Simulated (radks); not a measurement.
Correlation energies from several functionals, in hartree. Species: Mg2+ [Ne]; He+ 1s1. All-electron calculation, non-relativistic Kohn-Sham, exchange-only LDA, spin-polarised, spherical densities, point nucleus. Program: a radial shooting solver on a logarithmic mesh with Libxc functionals. Every spin shell is full or empty, so the densities are truly spherical. Functionals are evaluated on that one density, not self-consistently.

functional      Mg2+        He+
PW92        -0.81651  -0.029152
Wigner      -0.52787          0
Chachiyo    -0.80116  -0.028933
LYP         -0.41129          0
OP (B88)    -0.41169          0
TPSS        -0.37620          0
revTPSS     -0.38584          0
r2SCAN      -0.36742          0
